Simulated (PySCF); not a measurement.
B(CF3)(H)(OH) (CH2BF3O), SMILES FC(F)(F)BO.

Geometry optimised at B3LYP-D3(BJ)/def2-SVP. Other conformers were not sampled.

Level of theory: CAM-B3LYP/def2-TZVP in PySCF.

Symmetry labels are those of the subgroup Cs that the program uses (full group Cs).

Computed valence orbital energies around the gap with their symmetry:
| orbital | symmetry | energy (eV) |
|---|---|---|
| HOMO−7 | A" | -15.13 |
| HOMO−6 | A' | -14.41 |
| HOMO−5 | A" | -14.13 |
| HOMO−4 | A' | -13.82 |
| HOMO−3 | A" | -13.51 |
| HOMO−2 | A' | -13.46 |
| HOMO−1 | A" | -12.99 |
| HOMO | A' | -11.14 |
| LUMO | A" | -0.08 |
| LUMO+1 | A' | 1.43 |
| LUMO+2 | A' | 2.77 |
| LUMO+3 | A' | 3.00 |
